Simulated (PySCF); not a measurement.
## A small calculation by hand: chemical shift, span and skew from a shielding tensor

CH3AlF2S, SMILES C[S][Al]([F])[F]. Atoms are numbered in the order given.

```xyz
8

Al    -0.0384    -0.8094     0.0000
F      0.8473    -2.2065     0.0000
F     -1.6958    -0.9098     0.0000
S      0.9025     1.1269     0.0000
C     -0.6044     2.2072     0.0000
H     -1.5289     1.6166     0.0000
H     -0.5738     2.8400     0.8966
H     -0.5738     2.8400    -0.8966
```

Geometry: B3LYP-D3(BJ)/def2-SVP. The structure was generated by enumeration; whether it is a known compound was not checked. Other conformers were not sampled.

GIAO shieldings from PBE0/pcSseg-1 (PySCF), non-relativistic, no solvent. The symmetric part of the tensor of F2 has the principal values 281.8, 308.0, 442.8 ppm. The same nucleus in CFCl3 has σ = 167.2 ppm at this level (PySCF, at its B3LYP-D3(BJ)/def2-TZVP geometry).

Problem. Work out the isotropic shielding, the ¹⁹F shift against CFCl3, the span and the skew.

Solution. 
σ(iso) = (σ11 + σ22 + σ33)/3 = 344.2 ppm. δ = σ(ref) − σ(iso) = 167.2 − (344.2) = -177.0 ppm.
Span Ω = σ33 − σ11 = 161.0 ppm. Skew κ = 3(σ(iso) − σ22)/Ω = 0.67. Tumbling in solution averages the tensor to δ; in a static solid the shielding alone would spread this spin-1/2 line over Ω.
